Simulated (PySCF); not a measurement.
C5H8NSi2 (doublet state).
Geometry (GFN2-xTB, Å), atoms numbered from 1 in this order:
```
atom  x, y, z in Å
N1    -0.558    4.400   -2.336
C2    -0.225    3.319   -2.117
C3     0.166    2.044   -1.859
C4     0.488    0.909   -1.559
Si5    1.045   -0.840   -1.317
C6    -0.250   -1.716   -0.232
C7    -0.279   -1.249    1.230
Si8   -0.725    0.583    1.433
H9     1.110   -1.483   -2.633
H10    2.352   -0.797   -0.653
H11   -0.060   -2.793   -0.256
H12   -1.242   -1.577   -0.670
H13    0.697   -1.433    1.684
H14   -0.992   -1.872    1.778
H15    0.393    1.510    1.432
H16   -1.927    1.006    0.734
```

The hyperfine couplings belong to this conformer and change with its torsions.

Identity: `N#CC#C[SiH2]CC[SiH2]` [radical].

Computed, not measured: UKS B3LYP, pcH-1 on C H N Si, non-relativistic, mean-field spin-orbit, GIAO (PySCF 2.14.0). Geometry: GFN2-xTB, one conformer, isolated molecule. The geometry wasn't refined by DFT: couplings that depend on bond lengths, twists or pyramidal angles can differ widely from those at the functional's own minimum, by a factor of two or more for some ions and for spin on atoms past the first row. Stability of the SCF solution: not tested.

(1) What is the g tensor, term by term?

(2) At 9.701 GHz, how far is the centre of the isotropic spectrum from where a free electron (g = 2.002319) resonates?

(3) What effective moment and Curie constant follow for a powder?

(4) In a frozen sample, at which fields do the three g values resonate at 9.5, 34, 94 and 263 GHz (hyperfine left aside), and which band first spreads them over more than twice a line width of 1.0 mT?

Answers

(1) 
| Δg (ppm) | 1 | 2 | 3 |
| --- | --- | --- | --- |
| relativistic mass correction | -132 | -132 | -132 |
| gauge correction | 4 | 64 | 69 |
| orbital Zeeman/spin–orbit | -56 | 1612 | 1893 |
| total | -184 | 1544 | 1831 |

So g = 2.00214, 2.00386, 2.00415 and g_iso = 2.00338; the tensor is close to axial: the two nearest values differ by 14 % of g3 − g1. Axes: g3 points within 12° of the Si8–H16 bond.

(2) B = hν/(g μB) with μB/h = 13.99624 MHz/mT gives 346.16 mT for the free electron and 345.97 mT at g_iso, 0.18 mT lower.

(3) With the mean of g² = 4.0135 and S(S+1) = 0.75: μ_eff = √(⟨g²⟩S(S+1)) = 1.735 μB and χT = 0.12505·⟨g²⟩·S(S+1) = 0.376 cm³ K/mol (cgs; spin-Hamiltonian part alone).

(4) 
```csv
band,GHz,B(g3) mT,B(g2) mT,B(g1) mT,spread mT
X,9.5,338.67,338.72,339.01,0.34
Q,34.0,1212.10,1212.27,1213.32,1.22
W,94.0,3351.09,3351.57,3354.46,3.37
J,263.0,9375.92,9377.26,9385.36,9.43
```

The spread grows in proportion to the frequency. W band is the first where it exceeds 2.0 mT.

The largest Mulliken spin population is on Si8 (+1.01). The angles at Si8 add up to 347.7°, so it is slightly pyramidal.

The HOMO–LUMO gaps are 3.23 eV among the α and 5.66 eV among the β orbitals.

The run took 2.3 min wall (with the writing of density and orbital grids) on an Arm Neoverse V2 with one thread, shared host, and the process peaked at 0.97 GiB of memory.
